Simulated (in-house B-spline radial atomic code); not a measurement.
Values are calculated unless marked as measured or tabulated.
# C6 from the polarisability at imaginary frequency: Pb2+

TDHF linear response of the closed shell [Xe] 4f14 5d10 6s2, from an all-electron radial atomic-structure program (B-spline basis); scalar-relativistic (spin-free one-electron X2C), finite nucleus, no spin-orbit coupling; shells from n = 4 respond.

The dispersion coefficient of two like species is C6 = (3/π) ∫ α(iu)² du from 0 to ∞.

```json
{"u (hartree)": "0", "α(iu) (bohr³)": "15.6"}
{"u (hartree)": "0.156", "α(iu) (bohr³)": "14.01"}
{"u (hartree)": "0.364", "α(iu) (bohr³)": "10.16"}
{"u (hartree)": "0.624", "α(iu) (bohr³)": "6.925"}
{"u (hartree)": "1.04", "α(iu) (bohr³)": "4.441"}
{"u (hartree)": "1.56", "α(iu) (bohr³)": "2.986"}
{"u (hartree)": "2.34", "α(iu) (bohr³)": "1.896"}
{"u (hartree)": "3.64", "α(iu) (bohr³)": "1.068"}
{"u (hartree)": "5.2", "α(iu) (bohr³)": "0.6392"}
{"u (hartree)": "7.79", "α(iu) (bohr³)": "0.3473"}
{"u (hartree)": "13", "α(iu) (bohr³)": "0.1588"}
{"u (hartree)": "26", "α(iu) (bohr³)": "0.05394"}
```

**Question.** Fit one oscillator, α(iu) = α(0)/(1 + u²/ω²), through u = 0.364 and estimate C6.

**Answer.** From α(0)/α(iu) − 1 = 15.6/10.16 − 1 = 0.5354, ω = u/√0.5354 = 0.4974 hartree (13.5 eV). London's formula gives C6 = (3/4) α(0)² ω = 0.75 × 15.6² × 0.4974 = 90.79 hartree·bohr⁶, and the oscillator holds f = α(0) ω² = 3.86 electrons, of a sum of oscillator strengths of 59.1.

**Question.** How does that compare with the full integral?

**Answer.** The program's quadrature over all excitations gives C6 = 108.3, so the single oscillator is off by -16.2 %. At the last point the fit gives α = 0.00571 against 0.0539: higher excitations, and deeper shells where there are any, keep the true curve higher at large u.
